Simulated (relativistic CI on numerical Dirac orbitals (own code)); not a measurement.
Pr2+: 4f valence photoemission

Computed with this model: Dirac-Coulomb-Breit CI, orbitals from a KLI potential per configuration, QED by a radiative potential, multiplet model of photoemission in the sudden approximation, unscaled Slater integrals; configurations [Xe] 4f3 → [Xe] 4f2; 300 K; Lorentzian 0.1 eV and Gaussian 0.3 eV FWHM. Energies are those of the free ion, without screening or charge transfer. The energies are binding energies and can lie tens of eV above those of solids. S is read from ⟨S²⟩ = S(S + 1).

Computed curve for free ion, scaled to 100 at the maximum (points under 2 are left out and the grid is thinned):

(Energy (eV), Intensity): (18.9, 2.6), (19.0, 4.1), (19.1, 8.3), (19.2, 20.5), (19.3, 48.3), (19.4, 84.9), (19.5, 100.0), (19.6, 80.3), (19.7, 50.0), (19.8, 28.5), (19.9, 16.6), (20.0, 13.0), (20.1, 18.0), (20.2, 27.5), (20.3, 31.6), (20.4, 25.0), (20.5, 14.4), (20.6, 6.9), (20.7, 3.4), (20.8, 2.0)

The ground state has S = 1.49, and the centroid lies at 19.69 eV.
